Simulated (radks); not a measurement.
Problem. The mean radii <r> (bohr) of the occupied orbitals of an atom or ion are listed with their occupations. All-electron calculation, scalar-relativistic Kohn-Sham, LDA (Slater exchange, Perdew-Wang correlation), spin-polarised, spherical densities, finite nucleus; Fermi nuclear charge, rms radius of each element as measured or else 0.836 A^(1/3) + 0.57 fm. Program: a radial shooting solver on a logarithmic mesh with Libxc functionals.

| orbital | occ. | <r> |
|---|---|---|
| 1s up | 1 | 0.02152 |
| 1s down | 1 | 0.02152 |
| 2s up | 1 | 0.09157 |
| 2s down | 1 | 0.09156 |
| 2p up | 3 | 0.08091 |
| 2p down | 3 | 0.08091 |
| 3s up | 1 | 0.2397 |
| 3s down | 1 | 0.2396 |
| 3p up | 3 | 0.2384 |
| 3p down | 3 | 0.2382 |
| 3d up | 5 | 0.2167 |
| 3d down | 5 | 0.2165 |
| 4s up | 1 | 0.5418 |
| 4s down | 1 | 0.5419 |
| 4p up | 3 | 0.5740 |
| 4p down | 3 | 0.5742 |
| 4d up | 5 | 0.6240 |
| 4d down | 5 | 0.6248 |
| 5s up | 1 | 1.320 |
| 5s down | 1 | 1.334 |
| 5p up | 3 | 1.563 |
| 5p down | 3 | 1.583 |
| 4f up | 7 | 0.8856 |
| 6s up | 1 | 3.676 |
| 4f down | 2 | 0.9374 |

Name the element and its charge. Open shells, if any, are filled with parallel spins first.

Solution. Z = 65, terbium, charge +1: Tb+ in [Xe] 4f9 6s1. The 1s radius gives Z: for a bare nucleus <r> = (2 gamma + 1)/(2Z) with gamma = sqrt(1 - (Z/c)^2), 0.02124 bohr for Z = 65, and screening makes it slightly larger (0.02152 here). The occupations add up to 64, and the charge is Z minus that.
